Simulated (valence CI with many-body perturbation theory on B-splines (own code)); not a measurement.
Results of a calculation; reference values are marked as such.
# Hyperfine factors and g values of Kr15+

Method: configuration interaction combined with many-body perturbation theory (CI+MBPT): three valence electrons over a frozen Dirac-Fock core [Ar], a basis of 7 s, 7 p, 8 d, 6 f, 4 g, 1 h functions for each j, with the one-electron correlation potential Σ1 (screened to all orders), the two-electron term Σ2, the three-electron term Σ3, Breit, model QED; selected single and double excitations, second order for the rest, scaled by the run's own slope (own B-spline code, finite nucleus).

No measured levels were compared; by estimate terms of the open shell hold to 2 to 4 % of their energy, and close levels can change places. The list stops below the first excitations out of the core. Only levels of the ground parity were solved; by the run's estimate the other parity begins above the list, which can be wrong where configurations are misplaced.

A/g_I is the dipole constant over the nuclear g factor μ/I (μ in nuclear magnetons, uniformly magnetised nucleus), B/Q the quadrupole constant per barn. Both hold the static response of the core; the bare values leave it out. Large factors of s and p1/2 electrons are usually good to 5 to 10 %; those of open d and f shells near neutrality can be off by tens of per cent, and small factors of p3/2, d and f electrons come from cancelling terms and can be off by a factor of two or in sign, in half-filled shells by more. B is blank for J = 1/2, where it vanishes, and for nearly pure S terms. Energies count from the lowest level.

Names give the largest LS component (configuration and term), which can be under half, so a name can repeat, a term be missing and a line seem to break the LS rules; names also repeat where a configuration has a term twice. Letters in brackets count levels of one name in rising energy.

```tsv
Level	E (cm⁻¹)	g	A/g_I (MHz)	A/g_I bare	B/Q (MHz/b)	B/Q bare
3d³ ⁴F_3/2	0.0	0.412	5870	5640	-1340	-1380
3d³ ⁴F_5/2	5909	1.029	3370	3400	-1260	-1300
3d³ ⁴F_7/2	12550	1.231	2690	2810	-1620	-1680
3d³ ⁴F_9/2	19250	1.319	2600	2750	-2220	-2290
3d³ ⁴P_3/2	43004	1.572	2560	2810	-2610	-2690
3d³ ⁴P_1/2	44349	2.437	-3860	-3210		
3d³ ²G_7/2	50747	0.895	4070	4050	2010	2070
3d³ ⁴P_5/2	53490	1.586	792	1060	3360	3450
3d³ ²G_9/2	53889	1.054	3560	3600	4030	4150
3d³ ²D_3/2 [a]	62643	1.119	3540	3600	-3430	-3530
3d³ ²P_1/2	66517	0.896	226	227		
3d³ ²H_11/2	72678	1.089	3340	3400	7460	7680
3d³ ²H_9/2	73208	0.976	3150	3170	4590	4730
3d³ ²D_5/2 [a]	75662	1.206	2880	2990	-2360	-2440
3d³ ²P_3/2	82102	1.156	2760	2850	443	448
3d³ ²F_7/2	106820	1.139	3290	3370	2210	2290
3d³ ²F_5/2	108850	0.866	3330	3290	3370	3470
3d³ ²D_5/2 [b]	163730	1.192	2490	2600	4860	5000
3d³ ²D_3/2 [b]	165630	0.798	5500	5420	4440	4580
```

Problem. Take the isotope of mass number 85, with I = 9/2, μ = -1.0055 μN and Q = 0.443 b. What is the hyperfine structure of 3d³ ⁴P_5/2?

Solution. From the table A = -177 MHz, B = 1490 MHz. Shifts from the centre of gravity in MHz: F = 2: 3120, F = 3: 2140, F = 4: 1010, F = 5: -125, F = 6: -1080, F = 7: -1620.
